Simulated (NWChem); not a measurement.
## Lowest excitation of C₃H₈Si

```
C
C 1 1.3422
H 1 1.0972 2 117.08
H 2 1.0993 1 118.39 3 0.00
C 2 1.4921 4 115.05 1 180.00
H 5 1.1005 2 112.76 4 180.00
H 5 1.1031 6 107.97 2 122.72
H 5 1.1031 6 107.97 7 114.57
Si 1 1.8752 3 116.98 2 180.00
H 9 1.4942 1 108.92 3 0.00
H 9 1.4975 10 108.18 1 122.03
H 9 1.4975 10 108.18 11 115.94
```
Charge 0, spin multiplicity 1.

Program: NWChem. Structure: optimised with PBE0/def2-SVP, a minimum by its harmonic frequencies.

Basis set: 6-31+G*.

```
method         lowest vertical singlet excitation energy (eV)  relative cost  difference from EOM-CCSD
-------------  ----------------------------------------------  -------------  ------------------------
CIS                                                      7.13              1                     +0.23
EOM-CCSD                                                 6.90              4                      0.00
TD-B3LYP                                                 6.26              4                     -0.64
TDA-BHandHLYP                                            6.71        under 3                     -0.19
TD-PBE                                                   5.95        under 3                     -0.95
```

The values span 1.18 eV, from TD-PBE (lowest) to CIS (highest). Costs are rough ratios of processor time within this set of runs, SCF included, with CIS as 1.

The correlated methods keep 8 core orbitals frozen. B3LYP has NWChem's definition, with VWN1-RPA local correlation. The Pople sets run with spherical d functions. The structure started from a generated list of species. Coupled-cluster values serve here as a point of comparison, not as the truth.
